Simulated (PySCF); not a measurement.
# Working with the constants of BeB⁺

RHF-CCSD(T) constants of BeB⁺, ¹Σ⁺ (singlet), closed shell (Be def2-SVPD, B def2-SVPD; no relativity (PySCF 2.14); masses 9.0122 and 11.0093 u):

| Quantity | Value |
| --- | --- |
| ωe | 452.2 cm⁻¹ |
| ωexe | 4.36 cm⁻¹ |
| Be | 0.68868 cm⁻¹ |
| αe | 0.0115 cm⁻¹ |
| D (centrifugal) | 6.39e-06 cm⁻¹ |
| De to Be + B⁺ | 1.52 eV |

Question: Give the vibrational terms G(v) and spacings up to v = 6.

Answer: G(v) = ωe(v+½) − ωexe(v+½)².

| v | G(v) (cm⁻¹) | G(v) − G(v−1) | Bv (cm⁻¹) |
| --- | --- | --- | --- |
| 0 | 225 |  | 0.6829 |
| 1 | 668 | 443 | 0.6714 |
| 2 | 1103 | 435 | 0.6599 |
| 3 | 1529 | 426 | 0.6484 |
| 4 | 1947 | 417 | 0.6369 |
| 5 | 2355 | 409 | 0.6254 |
| 6 | 2755 | 400 | 0.6139 |

Question: How well does the Morse estimate ωe²/(4ωexe) reproduce De, and what is D0?

Answer: It gives 1.45 eV, 96 % of the computed De. D0 = De − G(0) = 1.52 − 0.03 = 1.49 eV.

Correlated steps freeze 1 core orbital. Correlated levels converge slowly with the basis: in double zeta they bind strong bonds too weakly, by up to about 1 eV, and carry superposition errors of some tenths. For an ion De counts to the pair picked by the measured ionisation energies or electron affinities, which need not be the lowest pair at this level. The CCSD T1 diagnostic is raised, a sign that a single reference may not be enough here.
